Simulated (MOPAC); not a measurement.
A run for MOPAC: AM1 on ClHOPb (SMILES [OH][Pb][Cl]), a point of a torsion scan.

```
AM1 1SCF PRECISE CHARGE=0 THREADS=1
ClHOPb

O     -1.24940940 1     0.13744996 1    -0.03478246 1
Pb     0.46890820 1     1.03106478 1    -0.78010903 1
Cl     2.11607153 1     0.68897583 1     1.05595567 1
H     -1.44585460 1    -0.57983383 1     0.55960415 1
```

Output:

```
*******************************************************************************
 **                                                                           **
 **                              MOPAC v23.2.5                                **
 **                                                                           **
 *******************************************************************************
 ** MOPAC's Digital Object Identifier: https://doi.org/10.5281/zenodo.6511958 **
 **                                                                           **
 ** Please cite the open-source release paper for use of this MOPAC version:  **
 ** J. E. Moussa and J. J. P. Stewart (2026)                                  **
 ** MOPAC: An open-source semiempirical molecular orbital program             **
 ** J. Open Source Softw., 11(119), 8025, https://doi.org/10.21105/joss.08025 **
 *******************************************************************************

                              AM1 CALCULATION RESULTS

 *******************************************************************************
 *  AM1        - The AM1 Hamiltonian to be used
 *
 *
 *
 *                 CHARGE ON SYSTEM = 0
 *
 *
 *
 *  PRECISE    - TIGHTER CRITERIA TO BE USED
 *  1SCF       - DO 1 SCF AND THEN STOP
 *  THREADS=1  - MULTI-THREADING NOT USED
 *  T=         - A TIME OF 172800.0 SECONDS REQUESTED
 *  DUMP=N     - RESTART FILE WRITTEN EVERY 7200.0 SECONDS REQUESTED
 *******************************************************************************
AM1 1SCF PRECISE CHARGE=0 THREADS=1
 ClHOPb

   ATOM   CHEMICAL          X               Y               Z
  NUMBER   SYMBOL      (ANGSTROMS)     (ANGSTROMS)     (ANGSTROMS)

     1       O         -1.24940940  *   0.13744996  *  -0.03478246  *
     2      Pb          0.46890820  *   1.03106478  *  -0.78010903  *
     3      Cl          2.11607153  *   0.68897583  *   1.05595567  *
     4       H         -1.44585460  *  -0.57983383  *   0.55960415  *



          CARTESIAN COORDINATES

    NO.       ATOM           X           Y           Z

     1         O         -1.2494      0.1374     -0.0348
     2        Pb          0.4689      1.0311     -0.7801
     3        Cl          2.1161      0.6890      1.0560
     4         H         -1.4459     -0.5798      0.5596

  H: (AM1): M.J.S. DEWAR ET AL, J. AM. CHEM. SOC. 107 3902-3909 (1985)
  O: (AM1): M.J.S. DEWAR ET AL, J. AM. CHEM. SOC. 107 3902-3909 (1985)
 Cl: (AM1): M.J.S. DEWAR AND E. G. ZOEBISCH, THEOCHEM, 180, 1 (1988).
 Pb: (AM1): J. J. P. STEWART, J. MOL. MOD., 10, 155-164 (2004)

           Empirical Formula: H O Pb Cl  =     4 atoms



      MOLECULAR POINT GROUP   :   C1


      RHF CALCULATION, NO. OF DOUBLY OCCUPIED LEVELS = 9


 -------------------------------------------------------------------------------
 AM1 1SCF PRECISE CHARGE=0 THREADS=1
 ClHOPb



     1SCF WAS SPECIFIED, SO BFGS WAS NOT USED
     SCF FIELD WAS ACHIEVED


                              AM1 CALCULATION
                                                       MOPAC v23.2.5 Linux




          FINAL HEAT OF FORMATION =        -64.21675 KCAL/MOL =    -268.68288 KJ/MOL


          COSMO AREA              =        109.37 SQUARE ANGSTROMS
          COSMO VOLUME            =         95.39 CUBIC ANGSTROMS

          IONIZATION POTENTIAL    =         10.587720 EV
          HOMO LUMO ENERGIES (EV) =        -10.588 -1.518
          NO. OF FILLED LEVELS    =          9
          MOLECULAR WEIGHT        =        259.6603         POINT GROUP:  C1

          MOLECULAR DIMENSIONS (Angstroms)

            Atom       Atom       Distance
            H     4   Cl     3     3.81360
           Cl     3   Pb     2     1.85302
           Pb     2    O     1     0.23307


          SCF CALCULATIONS        =          1





   ATOM   CHEMICAL          X               Y               Z
  NUMBER   SYMBOL      (ANGSTROMS)     (ANGSTROMS)     (ANGSTROMS)

     1       O         -1.24940940  *   0.13744996  *  -0.03478246  *
     2      Pb          0.46890820  *   1.03106478  *  -0.78010903  *
     3      Cl          2.11607153  *   0.68897583  *   1.05595567  *
     4       H         -1.44585460  *  -0.57983383  *   0.55960415  *

                             CARTESIAN COORDINATES

   1    O       -1.249409400     0.137449960    -0.034782460
   2   Pb        0.468908200     1.031064780    -0.780109030
   3   Cl        2.116071530     0.688975830     1.055955670
   4    H       -1.445854600    -0.579833830     0.559604150


           Empirical Formula: H O Pb Cl  =     4 atoms



      MOLECULAR POINT GROUP   :   C1


                  EIGENVALUES
 -34.97547 -33.99161 -19.28498 -15.24756 -11.77840 -11.57445 -11.11252 -10.86709
 -10.58772  -1.51833  -0.87813  -0.44762   6.97256


              NET ATOMIC CHARGES AND DIPOLE CONTRIBUTIONS

  ATOM NO.   TYPE          CHARGE      No. of ELECS.   s-Pop       p-Pop
    1          O          -0.749828        6.7498     1.83746     4.91236
    2         Pb           1.043331        2.9567     1.92785     1.02882
    3         Cl          -0.495754        7.4958     1.97523     5.52052
    4          H           0.202251        0.7977     0.79775
 DIPOLE           X         Y         Z       TOTAL
 POINT-CHG.     0.406     2.468    -5.755     6.275
 HYBRID        -0.591    -1.485     1.964     2.532
 SUM           -0.184     0.983    -3.791     3.921


          ATOMIC ORBITAL ELECTRON POPULATIONS

     Atom    s        px        py        pz
    1  O   1.83746   1.79268   1.49883   1.62085
    2 Pb   1.92785   0.25826   0.31878   0.45178
    3 Cl   1.97523   1.80779   1.91022   1.80251
    4  H   0.79775

 **********************
 *                    *
 * JOB ENDED NORMALLY *
 *                    *
 **********************




 == MOPAC DONE ==
```

The run finished.

Cost: about 0.03 core-seconds (a rough figure).
